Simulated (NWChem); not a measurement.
Species: HTeI; SMILES [TeH]I

All runs: NWChem. The geometry was optimised at PBE-D3(BJ)/def2-SVP (def2 core potentials past Kr).

For level PBE0/3-21G, non-relativistic:

- highest occupied level (eV) = -6.48
- orbital gap (eV) = 3.43

What are these values for level PBE0/STO-3G, non-relativistic?


| Quantity | Value |
|---|---|
| highest occupied level (eV) | -4.29 |
| orbital gap (eV) | 4.41 |
